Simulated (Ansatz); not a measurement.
Gas-phase electronic energies from Ansatz, PBE0-D4/def2-TZVP geometries. CCSD(T)/CBS is the MP2 limit (def2-TZVPP, def2-QZVPP) plus CCSD(T) − MP2 in def2-TZVPP, frozen cores. This one scheme is used for every species. Functionals use def2-TZVPP. For Br outer-core shells are correlated without core-valence functions, which leaves a few kJ/mol of doubt a bond. Scalar relativity is left out up to krypton. One conformer a species, not always the lowest.

Consider the formal exchange of groups at a B–Br bond: `Cl[SiH2]BBr` + SiH₄ → `[SiH3]B[SiH2]Cl` + HBr.

```json
{"species": "`Cl[SiH2]BBr`", "ωB97X-V energy (Eh)": "-3350.23771"}
{"species": "SiH₄", "ωB97X-V energy (Eh)": "-291.84038"}
{"species": "`[SiH3]B[SiH2]Cl`", "ωB97X-V energy (Eh)": "-1067.51808"}
{"species": "HBr", "ωB97X-V energy (Eh)": "-2574.52140"}
```

(1) Work out ΔE.

Largest T1 diagnostic among the species: 0.012.

Answers

(1) ΔE = (-1067.51808) + (-2574.52140) − (-3350.23771) − (-291.84038) = 0.03861 Eh = +101.4 kJ/mol. CCSD(T)/CBS gives +106.2 kJ/mol.

Leaving LDA and LC-ωPBE aside and taking each functional with its dispersion term where it has one, the values, not all of them listed here, spread over 13.5 kJ/mol, from B97M-V to B2PLYP.
